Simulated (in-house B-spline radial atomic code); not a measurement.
Settings and results of a run for Yb16+ (with a hole in an inner shell). Method: Dirac-Hartree-Fock, average of the jj configuration, Fermi nucleus of rms radius 5.3108 fm. Calculated with a radial B-spline atomic code at the basis-set limit.

In the input, a minus or plus after the letter marks the j = l - 1/2 or j = l + 1/2 subshell.

Command:
```bash
python run_scf.py task.json out
```
Settings (nuclear radius in fm, mass in u):
```
Z                70
configuration    1s2 2s2 2p6 3s2 3p-2 3p+3 3d10 4s2 4p6 4d10 4f9
hamiltonian      dirac
method           hf
spin_polarised   False
nucleus          fermi
rms_radius       5.3108
atomic_mass      173.93887
speed_of_light   137.035999084
```

Output (hartree, bohr):
```
 radial grid: 62 intervals, B-splines of order 8, outer radius 6.2275 bohr

 iter        energy (Eh)    residual
    1      -13800.898974    3.39e+00
    2      -13879.032599    2.05e+00
    3      -13904.808337    4.90e-01
    4      -13907.044826    1.15e-01
    5      -13907.153471    7.28e-02
    6      -13907.197510    5.74e-03
    7      -13907.197747    6.31e-04
    8      -13907.197749    4.75e-05
    9      -13907.197749    1.71e-06
   10      -13907.197749    2.22e-08

 total energy                    -13907.19775
 kinetic                           15455.6118
 electron-nucleus                 -33764.6053
 electron-electron                  4401.7958

 first-order corrections (not in the total)
   Gaunt                            15.6126
   retardation                      -1.6391
   frequency dependence             -0.2405
   self-energy                      11.3134
   Uehling                          -2.0016
   Wichmann-Kroll                    0.0730
   recoil                            0.0277

 orbital      occ     eigenvalue          <r>       <r^2>       <1/r>     <1/r^2>     <1/r^3>       r_max    small
 1s1/2      2.000     -2284.2914    0.0196576 0.000529741     80.6176     15260.6           -     0.01237  6.90e-02
 2s1/2      2.000      -404.8447    0.0826354  0.00813092     19.4933     2018.05           -     0.07068  1.55e-02
 2p1/2      2.000      -386.1802    0.0687515  0.00586472     19.4218     636.371           -       0.053  1.55e-02
 2p3/2      4.000      -347.4336    0.0762744  0.00708504     16.6795     379.629     13440.7     0.05941  1.42e-02
 3s1/2      2.000      -104.5029     0.214942   0.0529433     7.18301     450.519           -      0.1989  5.09e-03
 3p1/2      2.000       -96.5347     0.204925   0.0488967       7.091      144.18           -      0.1869  5.03e-03
 3p3/2      3.000       -88.1844     0.219543   0.0560257     6.37684     87.2999     3027.07      0.2002  4.63e-03
 3d3/2      4.000       -74.4472     0.192168   0.0433595     6.26699     49.1234     515.281      0.1575  4.52e-03
 3d5/2      6.000       -72.4901     0.196356   0.0451449     6.10019     45.9777     447.745       0.161  4.41e-03
 4s1/2      2.000       -32.4000     0.478672     0.25816     3.03417     111.635           -      0.4508  1.68e-03
 4p1/2      2.000       -28.9921     0.483898    0.265748      2.9362     35.2704           -      0.4514  1.60e-03
 4p3/2      4.000       -26.9362     0.510373    0.295764     2.73542     22.3952     756.357      0.4781  1.51e-03
 4d3/2      4.000       -21.2678      0.52311    0.314715     2.52873     11.5006      109.42      0.4737  1.32e-03
 4d5/2      6.000       -20.8711     0.532495    0.325808     2.47111     10.7546     93.5152      0.4821  1.29e-03
 4f5/2      3.857       -13.9234     0.553283    0.360461     2.17058     5.78543     19.4519       0.439  1.02e-03
 4f7/2      5.143       -13.8339     0.558649    0.367221     2.14764     5.65421     18.7104      0.4435  1.00e-03
```

Run time, properties included: 1 s on 1 thread of Arm Neoverse V1, with other jobs on the host.

For the Dirac Hamiltonian the kinetic term is c α·p + (β - 1)c².
